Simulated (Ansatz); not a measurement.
Reaction (formal exchange of groups at a B–Si bond): `OCOB[SiH3]` + CH₄ → `CBOCO` + SiH₄

Isolated molecules relaxed with PBE0-D4/def2-TZVP in Ansatz; ΔE leaves out vibrations. CCSD(T)/CBS adds triple-zeta CCSD(T) − MP2 to the extrapolated MP2 energy (def2 sets, frozen cores). This one scheme is used for every species. Functionals use def2-TZVPP. HSE06 is defined as in plane-wave codes. Each species was taken in one conformer, which may not be the lowest.

(1) Is it downhill or uphill in electronic energy at CCSD(T)/CBS, and by how much? (Best estimate.)

(2) What do these levels give: r2SCAN-D4, r2SCAN0-D4, HSE06-D4, CAM-B3LYP-D4, BLYP, HSE06, CCSD/def2-SVP, CCSD(T)/def2-SVP, MP2/def2-TZVPP, CCSD/def2-TZVPP, SCS-MP2/def2-QZVPP, CCSD/CBS(def2)? (Estimate.)

Largest T1 diagnostic among the species: 0.014.

## Answers

(1) Ansatz gave: Downhill: ΔE = -28.3 kJ/mol.

(2) Ansatz gave: r2SCAN-D4 -26.5, r2SCAN0-D4 -29.5, HSE06-D4 -25.2, CAM-B3LYP-D4 -32.4, BLYP -31.5, HSE06 -28.5, CCSD/def2-SVP -31.3, CCSD(T)/def2-SVP -29.2, MP2/def2-TZVPP -33.1, CCSD/def2-TZVPP -31.5, SCS-MP2/def2-QZVPP -33.8, CCSD/CBS(def2) -30.9 kJ/mol.

From PBE to PBE0 (25 % exact exchange), in def2-TZVPP and without D4, ΔE moves by −4.0 kJ/mol. The D4 term adds +6.3 kJ/mol with B3LYP and +3.4 kJ/mol with PBE0; it sums over pairs of atoms, weighted by their polarisabilities, and B3LYP, whose exchange is more repulsive, gets the larger term.

B3LYP here is the variant with VWN-RPA as its local correlation; programs differ in this.
